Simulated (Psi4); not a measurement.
Br₂Ge, charge -1, doublet, geometry from GFN2-xTB (a state made from the parent by changing its charge; the spin is typed, not shown lowest) (a gas-phase anion, which may not be bound at this level), atoms displaced at random by about 0.08 Å a coordinate; Psi4 with HF/STO-3G, gradient.

Psi4 was given this input:
```
memory 2 GB

molecule mol {
-1 2
  Ge   -0.131513    0.081840    1.003372
  Br    1.027715   -1.657532   -0.591959
  Br   -1.163005    1.809706   -0.368585
symmetry c1
no_reorient
no_com
}

set basis sto-3g
set reference uhf

gradient('scf')
print_variables()
```

It wrote (shortened):

```
gradient() will perform analytic gradient computation.

   => Loading Basis Set <=

    Name: STO-3G
    Role: ORBITAL
    Keyword: BASIS

         ---------------------------------------------------------
                                   SCF
               by Justin Turney, Rob Parrish, Andy Simmonett
                          and Daniel G. A. Smith
                              UHF Reference
         ---------------------------------------------------------

  ==> Geometry <==

    Molecular point group: c1
    Full point group: C1

    Geometry (in Angstrom), charge = -1, multiplicity = 2:

       Center              X                  Y                   Z               Mass
    ------------   -----------------  -----------------  -----------------  -----------------
         GE          -0.131513000000     0.081840000000     1.003372000000    73.921177761000
         BR           1.027715000000    -1.657532000000    -0.591959000000    78.918337600000
         BR          -1.163005000000     1.809706000000    -0.368585000000    78.918337600000

  Running in c1 symmetry.

  Rotational constants: A =      0.15261  B =      0.02517  C =      0.02162 [cm^-1]
  Rotational constants: A =   4575.27696  B =    754.58523  C =    648.17636 [MHz]
  Nuclear repulsion =  626.565274187291948

  Charge       = -1
  Multiplicity = 2
  Electrons    = 103
  Nalpha       = 52
  Nbeta        = 51

  ==> Algorithm <==

  SCF Algorithm Type is DF.
  DIIS enabled.
  MOM disabled.
  Fractional occupation disabled.
  Guess Type is SAD.
  Energy threshold   = 1.00e-08
  Density threshold  = 1.00e-08
  Integral threshold = 1.00e-12

  ==> Primary Basis <==

  Basis Set: STO-3G
    Blend: STO-3G
    Number of shells: 24
    Number of basis functions: 54
    Number of Cartesian functions: 57
    Spherical Harmonics?: true
    Max angular momentum: 2

   => Loading Basis Set <=

    Name: (STO-3G AUX)
    Role: JKFIT
    Keyword: DF_BASIS_SCF

  ==> Integral Setup <==

  SCF_SUBTYPE=INCORE selected. In-core MEM_DF algorithm will be used.
  Using in-core AOs.

  ==> MemDFJK: Density-Fitted J/K Matrices <==

    J tasked:                   Yes
    K tasked:                   Yes
    wK tasked:                   No
    Algorithm:                 Core
    Schwarz Cutoff:           1E-12
    Mask sparsity (%):      29.2181
    Fitting Condition:        1E-10

   => Auxiliary Basis Set <=

  Basis Set: (STO-3G AUX)
    Blend: DEF2-UNIVERSAL-JKFIT
    Number of shells: 180
    Number of basis functions: 798
    Number of Cartesian functions: 1113
    Spherical Harmonics?: true
    Max angular momentum: 5

  Minimum eigenvalue in the overlap matrix is 4.3331079928E-01.
  Reciprocal condition number of the overlap matrix is 2.6551364396E-01.
    Using symmetric orthogonalization.

  ==> Pre-Iterations <==

  SCF Guess: Superposition of Atomic Densities via on-the-fly atomic UHF (no occupation information).

   -------------------------
    Irrep   Nso     Nmo
   -------------------------
     A         54      54
   -------------------------
    Total      54      54
   -------------------------

  ==> Iterations <==

                           Total Energy        Delta E     RMS |[F,P]|

   @DF-UHF iter SAD: -7135.30029306183860   -7.13530e+03   0.00000e+00
   @DF-UHF iter   1: -7140.89536163524735   -5.59507e+00   8.79244e-03 DIIS/ADIIS
   @DF-UHF iter   2: -7141.04493567789086   -1.49574e-01   6.98394e-04 DIIS/ADIIS
   @DF-UHF iter   3: -7141.04740970150215   -2.47402e-03   2.34242e-04 DIIS/ADIIS
   @DF-UHF iter   4: -7141.04781659378841   -4.06892e-04   8.90110e-05 DIIS
   @DF-UHF iter   5: -7141.04788379775346   -6.72040e-05   1.85654e-05 DIIS
   @DF-UHF iter   6: -7141.04788735762577   -3.55987e-06   7.18778e-06 DIIS
   @DF-UHF iter   7: -7141.04788810678565   -7.49160e-07   3.62541e-06 DIIS
   @DF-UHF iter   8: -7141.04788838645345   -2.79668e-07   1.05037e-06 DIIS
   @DF-UHF iter   9: -7141.04788840620040   -1.97469e-08   3.89089e-07 DIIS
[...]

    Orbital Energies [Eh]
    ---------------------

    Alpha Occupied:

[...]
      52A      0.044895

    Alpha Virtual:

[...]
    Beta Occupied:

[...]
    Beta Virtual:

[...]
    Final Occupation by Irrep:
              A
    DOCC [    51 ]
    SOCC [     1 ]
    NA   [    52 ]
    NB   [    51 ]

  @DF-UHF Final Energy: -7141.04788840874062

   => Energetics <=

    Nuclear Repulsion Energy =            626.5652741872919478
    One-Electron Energy =              -11290.4398234820546350
    Two-Electron Energy =                3522.8266608860217275
    Total Energy =                      -7141.0478884087406186

  UHF NO Occupations:
  HONO-2 :   50  A 1.9992251
  HONO-1 :   51  A 1.9977450
  HONO-0 :   52  A 1.0000000
  LUNO+0 :   53  A 0.0022550
  LUNO+1 :   54  A 0.0007749

Computation Completed

Properties will be evaluated at   0.000000,   0.000000,   0.000000 [a0]

Properties computed using the SCF density matrix

 Multipole Moments:

 ------------------------------------------------------------------------------------
     Multipole            Electronic (a.u.)      Nuclear  (a.u.)        Total (a.u.)
 ------------------------------------------------------------------------------------

 L = 1.  Multiply by 2.5417464519 to convert [e a0] to [Debye]
 Dipole X            :         16.8600763          -16.9008903           -0.0408140
 Dipole Y            :        -14.8531855           15.0138174            0.1606319
 Dipole Z            :          3.1993089           -2.8556332            0.3436757
 Magnitude           :                                                    0.3815513

 ------------------------------------------------------------------------------------

         ------------------------------------------------------------
                                   SCF GRAD
                          Rob Parrish, Justin Turney,
                       Andy Simmonett, and Alex Sokolov
         ------------------------------------------------------------

  ==> Geometry <==

    Molecular point group: c1
    Full point group: C1

    Geometry (in Angstrom), charge = -1, multiplicity = 2:

       Center              X                  Y                   Z               Mass
    ------------   -----------------  -----------------  -----------------  -----------------
         GE          -0.131513000000     0.081840000000     1.003372000000    73.921177761000
         BR           1.027715000000    -1.657532000000    -0.591959000000    78.918337600000
         BR          -1.163005000000     1.809706000000    -0.368585000000    78.918337600000

  Nuclear repulsion =  626.565274187291948

  ==> Basis Set <==

  Basis Set: STO-3G
    Blend: STO-3G
    Number of shells: 24
    Number of basis functions: 54
    Number of Cartesian functions: 57
    Spherical Harmonics?: true
    Max angular momentum: 2

  ==> DFJKGrad: Density-Fitted SCF Gradients <==

    Gradient:                    1
    J tasked:                  Yes
    K tasked:                  Yes
    wK tasked:                  No
    Integrals threads:           1
    Schwarz Cutoff:          1E-12
    Fitting Condition:       1E-10

   => Auxiliary Basis Set <=

  Basis Set: (STO-3G AUX)
    Blend: DEF2-UNIVERSAL-JKFIT
    Number of shells: 180
    Number of basis functions: 798
    Number of Cartesian functions: 1113
    Spherical Harmonics?: true
    Max angular momentum: 5

  -Total Gradient:
     Atom            X                  Y                   Z
    ------   -----------------  -----------------  -----------------
       1       -0.010608927492     0.015702776286     0.017938625952
       2        0.020051596383    -0.030761639729    -0.017134795348
       3       -0.009442668727     0.015058864355    -0.000803830271

  Variable Map:
  ----------------------------------------------------------------------------
[...]
  Array Variable Map:
  ----------------------------------------------------------------------------
[...]
[...]
```
